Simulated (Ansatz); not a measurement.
A structure relaxed at PBE-D4/def2-TZVP in Ansatz, charge 0, singlet:

```xyz
7

In   -0.130    1.421    0.283
H    -0.005    2.026    1.912
H    -0.366    2.574   -1.002
Si    0.072   -1.108   -0.217
H    -0.683   -1.513   -1.446
H    -0.405   -1.957    0.921
H     1.517   -1.444   -0.450
```

(1) Give its formula, name or SMILES and point group.

(2) Summarise the bond lengths by kind (pairs closer than 1.2 times the sum of covalent radii, bridged metal pairs left out).

Answers

(1) InH2(SiH3) (InSiH5). Point group Cs (tolerance 0.1 Å).

(2) 1 × In–Si 2.59 Å; 3 × H–Si 1.50 Å; 2 × H–In 1.74 Å.

In the def2 sets In takes a core potential; there is no spin–orbit coupling.
